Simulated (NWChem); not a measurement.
Species: MgSiH3I; SMILES [SiH3][Mg][I]

def2 effective core potentials on I; no spin-orbit coupling.

**Question.** Give the equilibrium geometry at PBE0/def2-SVP with def2 effective core potentials on I (NWChem) as a Z-matrix, with the point group.

**Answer.** point group C3v; any orientation.
```
Si
H 1 1.5006
H 1 1.5007 2 106.74
H 1 1.5008 2 106.74 3 -113.86
Mg 1 2.5680 2 112.12 3 123.09
I 5 2.5721 4 156.07 1 179.98
```
